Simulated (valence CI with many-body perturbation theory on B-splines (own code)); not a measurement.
The numbers below are computed, except where a source is named.
## Hyperfine factors and g values of Ba42+

Method: relativistic CI+MBPT: four valence electrons over a frozen Dirac-Fock core [Ne], radial functions for each j: 11 s, 11 p, 9 d, 7 f, 5 g, 2 h, 1 i, with the one-electron correlation potential Σ1, the two-electron term Σ2, the three-electron term Σ3, Breit, model QED; selected CI, second order for the rest (own B-spline code, finite nucleus).

No measured spectrum was set against this ion. As an estimate, large intervals hold to a few tenths of a per cent, small ones and those within an open d or f shell to about a per cent.

A/g_I is the dipole constant over the nuclear g factor μ/I (μ in nuclear magnetons, uniformly magnetised nucleus), B/Q the quadrupole constant per barn. Both hold the static response of the core; the bare values leave it out. Large factors of s and p1/2 electrons are usually good to 5 to 10 %; those of open d and f shells near neutrality can be off by tens of per cent, and small factors of p3/2, d and f electrons come from cancelling terms and can be off by a factor of two or in sign, in half-filled shells by more. B is blank for J = 1/2, where it vanishes, and for nearly pure S terms. Energies count from the lowest level. Levels with J = 0 are left out.

Levels are named by their leading jj configuration (3d3/2^4 stands for four electrons in 3d with j = 3/2), which in mixed levels can hold well under half, so a name can repeat and another be missing. Letters in brackets count levels of one name in rising energy.

```tsv
Level	E (× 10³ cm⁻¹)	g	A/g_I (MHz)	A/g_I bare	B/Q (MHz/b)	B/Q bare
(3s^2 3p1/2 3p3/2) J=1	714.07	1.495	-32200	-29300	77200	75900
(3s^2 3p1/2 3p3/2) J=2	768.16	1.186	193000	190000	127000	125000
(3s^2 3p3/2^2) J=2	1521.4	1.301	84100	83700	27100	26600
(3s 3p1/2^2 3p3/2) J=2	1585.4	1.603	456000	448000	126000	124000
(3s 3p1/2^2 3p3/2) J=1	1752.4	0.981	-272000	-262000	101000	99600
(3s^2 3p1/2 3d3/2) J=2	1957.4	0.767	161000	159000	25600	26500
(3s^2 3p1/2 3d5/2) J=2	2162.3	1.436	128000	127000	13300	13800
(3s^2 3p1/2 3d3/2) J=1	2185.3	0.894	-117000	-111000	16900	17200
(3s^2 3p1/2 3d5/2) J=3	2206.5	1.167	158000	155000	-7650	-6030
(3s 3p1/2 3p3/2^2) J=2 [a]	2355.9	1.322	125000	124000	72100	71400
(3s 3p1/2 3p3/2^2) J=3	2400.3	1.262	343000	336000	41400	41000
(3s 3p1/2 3p3/2^2) J=1 [a]	2520.2	1.255	426000	416000	-121000	-119000
(3s 3p1/2 3p3/2^2) J=2 [b]	2546.2	1.111	72500	72800	-14900	-14600
(3s 3p1/2 3p3/2^2) J=1 [b]	2603.7	1.379	162000	161000	62100	61100
(3s 3p1/2^2 3d3/2) J=1	2847.3	0.374	-344000	-334000	11100	11600
(3s 3p1/2^2 3d3/2) J=2	2881.6	1.176	385000	377000	23600	24400
(3s^2 3p3/2 3d3/2) J=2	2890.8	1.056	28500	29800	-20500	-20000
(3s^2 3p3/2 3d3/2) J=3	2891.6	1.137	75300	75500	128000	127000
(3s^2 3p3/2 3d3/2) J=1	2895.7	1.143	89000	88900	-68700	-68100
(3s^2 3p3/2 3d5/2) J=4	2920.6	1.244	41200	42000	189000	188000
(3s^2 3p3/2 3d5/2) J=2	2928.1	1.302	103000	103000	-107000	-105000
(3s 3p1/2^2 3d5/2) J=3	3087.6	1.373	273000	269000	24200	25600
(3s^2 3p3/2 3d5/2) J=3	3129.9	1.157	50300	50600	34100	34900
(3s 3p1/2^2 3d5/2) J=2	3156.9	1.062	-170000	-163000	-13600	-12000
(3s^2 3p3/2 3d5/2) J=1	3164.5	1.124	-33900	-31000	18000	18100
(3s 3p3/2^3) J=2	3302.8	1.351	408000	399000	-141000	-139000
(3s 3p1/2 3p3/2 3d3/2) J=2 [a]	3413.7	1.131	82100	82200	30600	30300
(3s 3p3/2^3) J=1	3460.6	1.177	-282000	-271000	-40900	-40200
(3s 3p1/2 3p3/2 3d3/2) J=1 [a]	3477.0	1.205	211000	208000	-73600	-72900
(3s 3p1/2 3p3/2 3d3/2) J=3 [a]	3502.1	1.174	260000	255000	7590	7900
(3s 3p1/2 3p3/2 3d3/2) J=2 [b]	3506.9	1.189	162000	160000	-36100	-35700
(3s 3p1/2 3p3/2 3d3/2) J=4	3580.6	1.224	295000	289000	71900	71600
(3s 3p1/2 3p3/2 3d5/2) J=4 [a]	3634.9	1.394	186000	183000	188000	186000
(3s 3p1/2 3p3/2 3d3/2) J=2 [c]	3666.7	0.897	121000	120000	-45500	-44300
```

(1) Take the isotope of mass number 137, with I = 3/2, μ = 0.9375 μN and Q = 0.236 b. What is the hyperfine structure of (3s^2 3p1/2 3p3/2) J=1?

Results:

(1) From the table A = -20100 MHz, B = 18200 MHz. Shifts from the centre of gravity in MHz: F = 1/2: 73000, F = 3/2: 1900, F = 5/2: -25600.
